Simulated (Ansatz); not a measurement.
Ansatz (a program for electronic structure) input:

Ansatz 0.2 input:
```yaml
crystal:
  periodic: [false, false, false]
  atoms:
    - {symbol: C, position_ang: [-2.77209132, -0.31085447, -0.28099720]}
    - {symbol: C, position_ang: [-1.36791938, -0.63139181, -0.80170328]}
    - {symbol: C, position_ang: [-0.25304707, -0.18896619, 0.14543342]}
    - {symbol: C, position_ang: [1.17219421, -0.46185259, -0.31180184]}
    - {symbol: C, position_ang: [2.35081588, 0.39469371, 0.45889140]}
    - {symbol: O, position_ang: [1.89151144, 1.39919134, 1.00945101]}
    - {symbol: H, position_ang: [-2.95656796, -0.81345561, 0.67316922]}
    - {symbol: H, position_ang: [-3.55627589, -0.62273210, -0.97936313]}
    - {symbol: H, position_ang: [-2.88408424, 0.76319618, -0.10814364]}
    - {symbol: H, position_ang: [-1.29089335, -1.70866679, -0.99160811]}
    - {symbol: H, position_ang: [-1.22256291, -0.14594311, -1.77382174]}
    - {symbol: H, position_ang: [-0.41469700, -0.66085188, 1.12423451]}
    - {symbol: H, position_ang: [-0.32904127, 0.89098962, 0.32997843]}
    - {symbol: H, position_ang: [1.43696604, -1.52357098, -0.24003625]}
    - {symbol: H, position_ang: [1.30535134, -0.18226774, -1.36895251]}
basis:
  gaussian:
    orbitals: def2-TZVPD
hamiltonian:
  xc: {name: wB97X-V}
total_charge: -1
output: {forces: true}
```

### Question
Which total energy does the run end on?

### Answer
-271.14924 Eh (wB97X-V/def2-TZVPD). The basis has 306 functions.

It need not be the lowest isomer of its formula. Whether it binds its extra electron was not tested at this geometry.
